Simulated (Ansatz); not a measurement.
Worked example: SiH(CH3)F2 + SiH(SiH3)2F → SiH(SiH3)F2 + SiH(CH3)(SiH3)F

Species: SiH(CH3)F2, singlet; SiH(SiH3)2F, singlet; SiH(SiH3)F2, singlet; SiH(CH3)(SiH3)F, singlet. The partners trade CH3 for SiH3; both sit on Si, so the bond types are kept.

Shapes, held fixed at every level: PBE0-D4/def2-TZVP. Programs: Ansatz 0.2.0. The zero-point and thermal change to 298 K, harmonic and unscaled (PBE0-D4/def2-TZVP), is -0.2 kJ/mol.

At CCSD(T)/CBS estimate; 1 Eh = 2625.50 kJ/mol:

```
        species  energy (Eh)
     SiH(CH3)F2  -529.276536
    SiH(SiH3)2F  -971.280160
    SiH(SiH3)F2  -780.269197
SiH(CH3)(SiH3)F  -720.280562
```

Problem. Work out ΔH(298 K) of the reaction at this level.

Solution. 
1. Products less reactants: (-780.269197) + (-720.280562) − [(-529.276536) + (-971.280160)] = 0.006937 Eh = +18.2 kJ/mol.
2. With the thermal change: +18.2 + (-0.2) = +18.0 kJ/mol.

Other levels give +17.2 (PBE-D4/def2-TZVPP) to +19.8 kJ/mol (r2SCAN0-D4/def2-TZVPP). No measured value is set beside it here. The CBS estimate extrapolates MP2 from def2-TZVPP and def2-QZVPP and adds CCSD(T) − MP2 in the triple-zeta set, cores frozen.
